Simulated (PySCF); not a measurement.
**A scan of SbCl⁺ with bad points**

TPSSh; basis Sb def2-TZVPPD with ECP28, Cl def2-TZVPPD; scalar-relativistic core potentials; PySCF 2.14; doublet, unpaired electrons π ↑ requested.

```
R (Å)  E (eV)  ⟨S²⟩  ⟨Lz²⟩  μ (D)
1.929   1.613  0.75   1.01  -0.01
2.019   0.718  0.75   1.01  -0.44
2.108   0.229  0.75   1.01  -0.87
2.176   0.054  0.75   1.01  -1.18
2.243   0.000  0.75   1.01  -1.49
2.310   0.036  0.75   1.01  -1.78
2.400   0.185  0.76   1.01  -2.16
2.512  11.247  1.76   1.51   0.01
2.647   0.909  0.77   1.01  -3.03
2.826   1.526  0.83   1.00  -3.40
```

The run flagged 2.512 Å: there the SCF missed its convergence threshold, so the fit leaves that out.
